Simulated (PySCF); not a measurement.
methylcyclobutane (C₅H₁₀), SMILES C1CC(C)C1.

Coordinates come from a PBE0-D3(BJ)/def2-SVP optimisation.

Two levels are set side by side: PBE/def2-TZVP (PySCF) and PBE0/def2-TZVP (PySCF). Same geometry, gas phase. Differences are taken from unrounded values.

| quantity | PBE0 | PBE | PBE minus PBE0 |
|---|---|---|---|
| orbital gap (eV) | 9.62 | 7.49 | -2.13 |
| highest occupied level (eV) | -8.32 | -7.00 | 1.33 |
| lowest empty level (eV) | 1.29 | 0.49 | -0.80 |
| dipole moment (D) | 0.11 | 0.12 | 0.01 |
| mean polarisability (bohr³) | 59.4 | 61.3 | 1.9 |

Without exact exchange PBE keeps part of each electron's self-repulsion, which lifts occupied levels and narrows the gap. Loosely held outer electrons make PBE densities more polarisable. Differences between two approximate levels are no errors against the true value.

Rough cost on one machine, each run with all the roots and properties that it gave: PBE0 against PBE within a factor of 2.
